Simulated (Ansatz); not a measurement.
Program: Ansatz. Geometries: PBE0-D4/def2-TZVP. ΔE: electronic, gas phase. CCSD(T)/CBS adds triple-zeta CCSD(T) − MP2 to the extrapolated MP2 energy (def2 sets, frozen cores). Functionals use def2-TZVPP. B3LYP here is the variant with VWN-RPA as its local correlation; programs differ in this. Each species was taken in one conformer, which may not be the lowest.

Reaction (redistribution): `BB(C)BCl` + `[SiH3][SiH2]CCl` → `BB(C)CCl` + `[SiH3][SiH2]BCl`

```json
{"level": "PBE-D4", "ΔE (kJ/mol)": "-7.1", "difference from CCSD(T)/CBS": "1.2"}
{"level": "PBE0-D4", "ΔE (kJ/mol)": "-8.6", "difference from CCSD(T)/CBS": "-0.3"}
{"level": "B3LYP-D4", "ΔE (kJ/mol)": "-5.5", "difference from CCSD(T)/CBS": "2.8"}
{"level": "B2PLYP", "ΔE (kJ/mol)": "-6.0", "difference from CCSD(T)/CBS": "2.3"}
{"level": "PBE", "ΔE (kJ/mol)": "-6.3", "difference from CCSD(T)/CBS": "2.0"}
{"level": "r2SCAN", "ΔE (kJ/mol)": "-6.9", "difference from CCSD(T)/CBS": "1.4"}
{"level": "B3LYP", "ΔE (kJ/mol)": "-4.1", "difference from CCSD(T)/CBS": "4.2"}
{"level": "HF/def2-TZVPP", "ΔE (kJ/mol)": "-5.7", "difference from CCSD(T)/CBS": "2.6"}
{"level": "MP2/def2-TZVPP", "ΔE (kJ/mol)": "-8.8", "difference from CCSD(T)/CBS": "-0.5"}
{"level": "SCS-MP2/def2-TZVPP", "ΔE (kJ/mol)": "-7.8", "difference from CCSD(T)/CBS": "0.5"}
{"level": "CCSD/def2-TZVPP", "ΔE (kJ/mol)": "-8.9", "difference from CCSD(T)/CBS": "-0.6"}
{"level": "CCSD(T)/def2-TZVPP", "ΔE (kJ/mol)": "-9.7", "difference from CCSD(T)/CBS": "-1.4"}
{"level": "HF/def2-QZVPP", "ΔE (kJ/mol)": "-4.8", "difference from CCSD(T)/CBS": "3.5"}
{"level": "MP2/def2-QZVPP", "ΔE (kJ/mol)": "-7.7", "difference from CCSD(T)/CBS": "0.6"}
{"level": "MP2/CBS(def2)", "ΔE (kJ/mol)": "-7.5", "difference from CCSD(T)/CBS": "0.8"}
{"level": "CCSD/CBS(def2)", "ΔE (kJ/mol)": "-7.6", "difference from CCSD(T)/CBS": "0.7"}
{"level": "CCSD(T)/CBS", "ΔE (kJ/mol)": "-8.3", "difference from CCSD(T)/CBS": "0"}
```

Largest T1 diagnostic among the species: 0.014.

In def2-TZVPP, CCSD(T) changes the Hartree–Fock value by −4.0 kJ/mol (the triples alone add −0.8 kJ/mol) and MP2 by −3.1 kJ/mol.
